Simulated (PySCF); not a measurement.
Si(F)(OH), HFOSi, SMILES [Si](O)F, singlet, PBE0/def2-SVP optimised geometry. Atoms within 1.6 Å of the plane z = 0.0 Å (x, y, z in Å): Si1 (-0.67, -1.12, 0.00), F2 (0.97, -1.12, 0.00), O3 (-0.97, 0.51, 0.00), H4 (-0.22, 1.12, 0.00).

Computed with PBE0/def2-TZVP (PySCF). Cells within 0.4 Å of a nucleus heavier than hydrogen are left out (blank, or x).

Map of the deformation density (molecule minus spherical neutral atoms) (e/bohr³) on the plane z = 0.0 Å:

```
|2222222222222222222222222222222|
|2222222222222222222222222222222|
|2222222222222222222222222222222|
|2222222222222222222222222222222|
|2222222222222222222222222222222|
|2222222222222222222222222222222|
|2222222222221111122222222222222|
|2222222222211111112222222222222|
|2222222222211100111222222222222|
|2222222222222210011222222222222|
|2222222222234661011222222222222|
|2222222234536972011222222222222|
|2222222237xxx652111222222222222|
|2222222236xxx332111222222222222|
|2222222223xxx422112222222222222|
|2222222122488532112222222222222|
|2222221112466421122222222222222|
|2222221111233211223332222222222|
|2222221111122111344543222222222|
|22222221111xxx2245xxx3222222222|
|22222222222xxx2356xxx3222222222|
|22222222333xxx2245xxx3222222222|
|2222222234432212333432222222222|
|2222222233443211222222222222222|
|2222222223333221122222222222222|
|2222222222222222222222222222222|
|2222222222222222222222222222222|
|2222222222222222222222222222222|
|2222222222222222222222222222222|
|2222222222222222222222222222222|
|2222222222222222222222222222222|
```
Scale: ten equal steps from -0.027 (start of '0') to 0.091 (end of '9'), in the order '0123456789'; x runs from -3.50 to 3.50, y from -3.50 (bottom) to 3.50 (top).
